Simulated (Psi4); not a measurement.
C2Cl3 (SMILES Cl[C]=C(Cl)Cl), doublet, at a GFN2-xTB geometry; CAM-B3LYP/STO-3G (Psi4).

Here is a job for Psi4.
```
memory 2 GB

molecule {
0 2
  C    -0.01280289    0.20464514    1.02473773
  C     0.00168582    0.32335442   -0.26381268
  Cl   -0.02139799   -0.94010326    2.18439863
  Cl    0.02057196   -1.07353155   -1.37258546
  Cl    0.00474969    1.82728202   -1.08037495
}

set basis sto-3g
set reference uks
set guess huckel

energy('cam-b3lyp')
print_variables()
```

Predict the main parts of the log of this Psi4 run.


```
   => Loading Basis Set <=

    Name: STO-3G
    Role: ORBITAL
    Keyword: BASIS

         ---------------------------------------------------------
                                   SCF
               by Justin Turney, Rob Parrish, Andy Simmonett
                          and Daniel G. A. Smith
                              UKS Reference
         ---------------------------------------------------------

  ==> Geometry <==

    Molecular point group: c1
    Full point group: C1

    Geometry (in Angstrom), charge = 0, multiplicity = 2:

       Center              X                  Y                   Z               Mass
    ------------   -----------------  -----------------  -----------------  -----------------
         C           -0.012832376851     0.206045755633     1.026756220950    12.000000000000
         C            0.001656333149     0.324755035633    -0.261794189050    12.000000000000
         CL          -0.021427476851    -0.938702644367     2.186417120950    34.968852682000
         CL           0.020542473149    -1.072130934367    -1.370566969050    34.968852682000
         CL           0.004720203149     1.828682635633    -1.078356459050    34.968852682000

  Running in c1 symmetry.

  Rotational constants: A =      0.12218  B =      0.04976  C =      0.03536 [cm^-1]
  Rotational constants: A =   3662.76597  B =   1491.81205  C =   1060.05931 [MHz]
  Nuclear repulsion =  300.562268352672731

  Charge       = 0
  Multiplicity = 2
  Electrons    = 63
  Nalpha       = 32
  Nbeta        = 31

  ==> Algorithm <==

  SCF Algorithm Type is DF.
  DIIS enabled.
  MOM disabled.
  Fractional occupation disabled.
  Guess Type is HUCKEL.
  Energy threshold   = 1.00e-06
  Density threshold  = 1.00e-06
  Integral threshold = 1.00e-12

  ==> Primary Basis <==

  Basis Set: STO-3G
    Blend: STO-3G
    Number of shells: 21
    Number of basis functions: 37
    Number of Cartesian functions: 37
    Spherical Harmonics?: true
    Max angular momentum: 1

  ==> DFT Potential <==

   => LibXC <=

    Version 7.1.2
    S. Lehtola, C. Steigemann, M. J. T. Oliveira, and M. A. L. Marques,  SoftwareX 7, 1–5 (2018) (10.1016/j.softx.2017.11.002)

   => Composite Functional: CAM-B3LYP <=

    CAM-B3LYP Hyb-GGA Exchange-Correlation Functional

    T. Yanai, D. P. Tew, and N. C. Handy,  Chem. Phys. Lett. 393, 51 (2004) (10.1016/j.cplett.2004.06.011)

    Deriv               =              1
    GGA                 =           TRUE
    Meta                =          FALSE

    Exchange Hybrid     =           TRUE
    MP2 Hybrid          =          FALSE

   => Exchange Functionals <=

    0.3500         Becke 88 [omega = 0.3300]
    0.4600   Short-range recipe for B88 functional - erf [omega = 0.3300]

   => Exact (HF) Exchange <=

    0.4600            HF,LR [omega = 0.3300]
    0.1900               HF

   => Correlation Functionals <=

    0.1900   Vosko, Wilk & Nusair (VWN5)
    0.8100   Lee, Yang & Parr

   => LibXC Density Thresholds  <==

    XC_HYB_GGA_XC_CAM_B3LYP:  1.00E-14

   => Molecular Quadrature <=

    Radial Scheme          =       TREUTLER
    Pruning Scheme         =           NONE
    Nuclear Scheme         =       TREUTLER

    Blocking Scheme        =         OCTREE
    BS radius alpha        =              1
    Pruning alpha          =              1
    Radial Points          =             75
    Spherical Points       =            302
    Total Points           =          98730
    Total Blocks           =            804
    Max Points             =            256
    Max Functions          =             30
    Weights Tolerance      =       1.00E-15

   => Loading Basis Set <=

    Name: (STO-3G AUX)
    Role: JKFIT
    Keyword: DF_BASIS_SCF

  ==> Integral Setup <==

  SCF_SUBTYPE=INCORE selected. In-core MEM_DF algorithm will be used.
  Using in-core AOs.

  ==> MemDFJK: Density-Fitted J/K Matrices <==

    J tasked:                   Yes
    K tasked:                   Yes
    wK tasked:                  Yes
    Omega:                3.300E-01
    Algorithm:                 Core
    Schwarz Cutoff:           1E-12
    Mask sparsity (%):      13.5866
    Fitting Condition:        1E-10

   => Auxiliary Basis Set <=

  Basis Set: (STO-3G AUX)
    Blend: DEF2-UNIVERSAL-JKFIT
    Number of shells: 164
    Number of basis functions: 534
    Number of Cartesian functions: 643
    Spherical Harmonics?: true
    Max angular momentum: 4

  Minimum eigenvalue in the overlap matrix is 1.8238833635E-01.
  Reciprocal condition number of the overlap matrix is 8.9134097891E-02.
    Using symmetric orthogonalization.

  ==> Pre-Iterations <==

  SCF Guess: Huckel guess via on-the-fly atomic UHF (doi:10.1021/acs.jctc.8b01089).

   -------------------------------------------------------
    Irrep   Nso     Nmo     Nalpha   Nbeta   Ndocc  Nsocc
   -------------------------------------------------------
     A         37      37      32      31      31       1
   -------------------------------------------------------
    Total      37      37      32      31      31       1
   -------------------------------------------------------

  ==> Iterations <==

                           Total Energy        Delta E     RMS |[F,P]|

   @DF-UKS iter   1: -1437.67879582088153   -1.43768e+03   3.93891e-02 DIIS/ADIIS
   @DF-UKS iter   2: -1435.71956121018707    1.95923e+00   6.73362e-02 DIIS/ADIIS
   @DF-UKS iter   3: -1440.48363614181767   -4.76407e+00   8.14909e-03 DIIS/ADIIS
   @DF-UKS iter   4: -1440.55608691977818   -7.24508e-02   7.08338e-03 DIIS/ADIIS
   @DF-UKS iter   5: -1440.59933526746181   -4.32483e-02   2.25165e-03 DIIS/ADIIS
   @DF-UKS iter   6: -1440.60488927727306   -5.55401e-03   3.54726e-04 DIIS/ADIIS
   @DF-UKS iter   7: -1440.60540670593650   -5.17429e-04   1.56424e-04 DIIS/ADIIS
   @DF-UKS iter   8: -1440.60555754511438   -1.50839e-04   8.11924e-05 DIIS
   @DF-UKS iter   9: -1440.60562281701891   -6.52719e-05   2.87801e-05 DIIS
   @DF-UKS iter  10: -1440.60563130241371   -8.48539e-06   5.94856e-06 DIIS
   @DF-UKS iter  11: -1440.60563151104361   -2.08630e-07   1.20773e-06 DIIS
   @DF-UKS iter  12: -1440.60563151570250   -4.65889e-09   2.10420e-07 DIIS
  Energy and wave function converged.

  ==> Post-Iterations <==

   Electrons on quadrature grid:
      Nalpha   =   31.9999991089 ; deviation = -8.911e-07
      Nbeta    =   30.9999991719 ; deviation = -8.281e-07
      Ntotal   =   62.9999982808 ; deviation = -1.719e-06

   @Spin Contamination Metric:   1.783970808E-02
   @S^2 Expected:                7.500000000E-01
   @S^2 Observed:                7.678397081E-01
   @S   Expected:                5.000000000E-01
   @S   Observed:                5.000000000E-01

    Orbital Energies [Eh]
    ---------------------

    Alpha Occupied:

       1A   -100.657073     2A   -100.593893     3A   -100.567753
       4A    -10.221958     5A    -10.177125     6A     -9.445377
       7A     -9.387431     8A     -9.363895     9A     -7.226373
      10A     -7.211158    11A     -7.209691    12A     -7.169258
      13A     -7.151843    14A     -7.151707    15A     -7.145904
      16A     -7.128413    17A     -7.128327    18A     -1.003929
      19A     -0.954930    20A     -0.866834    21A     -0.788435
      22A     -0.587841    23A     -0.532102    24A     -0.517965
      25A     -0.479525    26A     -0.431597    27A     -0.410364
      28A     -0.365844    29A     -0.350312    30A     -0.335208
      31A     -0.286072    32A     -0.282661

    Alpha Virtual:

      33A      0.116942    34A      0.146961    35A      0.157680
      36A      0.337687    37A      0.729057

    Beta Occupied:

       1A   -100.656418     2A   -100.593781     3A   -100.567217
       4A    -10.224148     5A    -10.161270     6A     -9.444528
       7A     -9.387280     8A     -9.363185     9A     -7.225901
      10A     -7.209102    11A     -7.208862    12A     -7.168659
      13A     -7.151966    14A     -7.151585    15A     -7.143750
      16A     -7.128214    17A     -7.127825    18A     -0.992264
      19A     -0.951491    20A     -0.863458    21A     -0.770630
      22A     -0.575749    23A     -0.525779    24A     -0.489614
      25A     -0.472828    26A     -0.410122    27A     -0.408817
      28A     -0.360061    29A     -0.350455    30A     -0.333573
      31A     -0.273921

    Beta Virtual:

      32A     -0.009568    33A      0.134631    34A      0.149478
      35A      0.180760    36A      0.358775    37A      0.752380

    Final Occupation by Irrep:
              A
    DOCC [    31 ]
    SOCC [     1 ]
    NA   [    32 ]
    NB   [    31 ]

  @DF-UKS Final Energy: -1440.60563151570250

   => Energetics <=

    Nuclear Repulsion Energy =            300.5622683526727315
    One-Electron Energy =               -2586.4788533619998816
    Two-Electron Energy =                 917.7673253151186827
    DFT Exchange-Correlation Energy =     -72.4563718214936898
    Empirical Dispersion Energy =           0.0000000000000000
    VV10 Nonlocal Energy =                  0.0000000000000000
    Total Energy =                      -1440.6056315157020435

  UHF NO Occupations:
  HONO-2 :   30  A 1.9989598
  HONO-1 :   31  A 1.9926874
  HONO-0 :   32  A 1.0000000
  LUNO+0 :   33  A 0.0073126
  LUNO+1 :   34  A 0.0010402
  LUNO+2 :   35  A 0.0003659
  LUNO+3 :   36  A 0.0001658

Computation Completed

Properties will be evaluated at   0.000000,   0.000000,   0.000000 [a0]

Properties computed using the SCF density matrix

 Multipole Moments:

 ------------------------------------------------------------------------------------
     Multipole            Electronic (a.u.)      Nuclear  (a.u.)        Total (a.u.)
 ------------------------------------------------------------------------------------

 L = 1.  Multiply by 2.5417464519 to convert [e a0] to [Debye]
 Dipole X            :         -0.0025775           -0.0035109           -0.0060884
 Dipole Y            :         -0.1425521            0.1667470            0.0241949
 Dipole Z            :          0.2739052            0.2403070            0.5142122
 Magnitude           :                                                    0.5148171

 ------------------------------------------------------------------------------------

  Variable Map:
  ----------------------------------------------------------------------------
  "CURRENT ENERGY"              =>   -1440.605631515702
  "CURRENT REFERENCE ENERGY"    =>   -1440.605631515702
  "DD SOLVATION ENERGY"         =>       0.000000000000
  "DFT FUNCTIONAL TOTAL ENERGY" =>   -1440.605631515702
  "DFT TOTAL ENERGY"            =>   -1440.605631515702
  "DFT VV10 ENERGY"             =>       0.000000000000
  "DFT XC ENERGY"               =>     -72.456371821494
  "GRID ELECTRONS ALPHA"        =>      31.999999108898
  "GRID ELECTRONS BETA"         =>      30.999999171861
  "GRID ELECTRONS TOTAL"        =>      62.999998280759
  "NUCLEAR REPULSION ENERGY"    =>     300.562268352673
  "ONE-ELECTRON ENERGY"         =>   -2586.478853362000
  "PCM POLARIZATION ENERGY"     =>       0.000000000000
  "PE ENERGY"                   =>       0.000000000000
  "SCF ITERATION ENERGY"        =>   -1440.605631515702
  "SCF ITERATIONS"              =>      12.000000000000
  "SCF TOTAL ENERGY"            =>   -1440.605631515702
  "TWO-ELECTRON ENERGY"         =>     917.767325315119
  "XC GRID RADIAL POINTS"       =>      75.000000000000
  "XC GRID SPHERICAL POINTS"    =>     302.000000000000
  "XC GRID TOTAL POINTS"        =>   98730.000000000000

  Array Variable Map:
  ----------------------------------------------------------------------------
  "CURRENT DIPOLE"              =>      -0.006088354882 ... 0.514212208488 1 by 3
  "SCF DIPOLE"                  =>      -0.006088354882 ... 0.514212208488 1 by 3
  "SCF TOTAL ENERGIES"          =>   -1437.678795820882 ... -1440.605631515702 1 by 12
```
